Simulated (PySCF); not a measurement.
Coordinates in bohr (charge -1 multiplicity 1):
```
Zr    0.0000    0.0000   -0.0227
H    -2.3259    2.3259    1.4286
H     2.3259   -2.3259    1.4286
H     2.3259    2.3259    1.4286
H     0.0000    0.0000   -3.6863
H    -2.3259   -2.3259    1.4286
```

Method: PySCF, PBE0, basis Zr def2-TZVPD with ECP28, H def2-TZVPD (scalar-relativistic core potentials, no spin–orbit coupling, density fitting).

This geometry of [ZrH5]- is a stationary point at this level.

Q: What is the point group?

A: C4v.

Q: Is it a minimum?

A: Yes: all harmonic wavenumbers are real.

Q: List the harmonic modes with their infrared intensities.

A: 
```
symmetry  ω (cm⁻¹)  IR (km/mol, summed over degenerate members)     type
       e       344                                          234     bend
      b1       465                                          0.0     bend
       e       562                                          286     bend
      a1       658                                         88.5     bend
      b2       739                                          0.0     bend
      b1      1447                                          0.0  stretch
      a1      1449                                          972  stretch
       e      1471                                         2404  stretch
      a1      1610                                         59.0  stretch
```

Q: Give the ideal-gas entropy at 298.15 K and 1 bar by parts.

A: translation 165.6, rotation 68.2, vibration 20.3, spin 0.0; total 254.2 J/(mol K).

In C4v the vibrations span 3e + 2b1 + 3a1 + b2. The b1, b2 modes carry no infrared intensity, as symmetry demands.

Stability towards spin polarisation was not tested. This need not be the most stable arrangement of these atoms. The lowest empty level of this anion is unbound, so it and the gap depend on the basis.
